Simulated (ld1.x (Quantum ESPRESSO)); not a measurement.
Transferability test, TM potential for tellurium (Te)

ld1.x (Quantum ESPRESSO) 7.5 input, shortened:

```
&input
   title='Te', zed=52., rel=1, dft='PBE', iswitch=3,
   config='[Kr] 4d10 5s2 5p4'
 /
 &inputp
   pseudotype=2, tm=.true., lloc=2,
   nlcc=.true., rcore=1.05
 /
3
5S  1  0   2.00   0.00  1.75  1.75  0.0
5P  2  1   4.00   0.00  2.35  2.35  0.0
4D  3  2  10.00   0.00  1.05  1.05  0.0
 &test
   configts(1)='4d10 5s2 5p4'
 /
```

Energies are relative to the spin-unpolarised reference configuration 4d10 5s2 5p4; without spin polarisation the order of configurations can differ from experiment.

**Question.** Give the all-electron excitation energy and the error of the potential for: 4d10 5s2 5p3; 4d10 5s2 5p2; 4d10 5s2 5p1; 4d9 5s2 5p4; 4d10 5s2 5p3.5; 4d9 5s2 5p5; 4d10 5s1 5p4.

**Answer.**

```json
{"valence configuration": "4d10 5s2 5p3", "charge": "+1", "ΔE all-electron (eV)": "9.729", "error AE − PS (meV)": "-1.1"}
{"valence configuration": "4d10 5s2 5p2", "charge": "+2", "ΔE all-electron (eV)": "27.653", "error AE − PS (meV)": "-0.8"}
{"valence configuration": "4d10 5s2 5p1", "charge": "+3", "ΔE all-electron (eV)": "54.551", "error AE − PS (meV)": "+0.8"}
{"valence configuration": "4d9 5s2 5p4", "charge": "+1", "ΔE all-electron (eV)": "49.254", "error AE − PS (meV)": "-301"}
{"valence configuration": "4d10 5s2 5p3.5", "charge": "+0.5", "ΔE all-electron (eV)": "3.897", "error AE − PS (meV)": "-0.7"}
{"valence configuration": "4d9 5s2 5p5", "charge": "0", "ΔE all-electron (eV)": "38.256", "error AE − PS (meV)": "-362"}
{"valence configuration": "4d10 5s1 5p4", "charge": "+1", "ΔE all-electron (eV)": "19.571", "error AE − PS (meV)": "-0.9"}
```

Levels in the configuration 4d9 5s2 5p4:

| level | all-electron (eV) | pseudo (eV) |
| --- | --- | --- |
| 4d | -57.233 | -57.807 |
| 5s | -25.644 | -25.604 |
| 5p | -15.148 | -15.064 |

Note: ghost states, extra bound levels that the all-electron valence spectrum of the same l lacks: s at -239.2 eV, p at -85.6 eV. A true bound ghost makes a file unfit for plane-wave use.
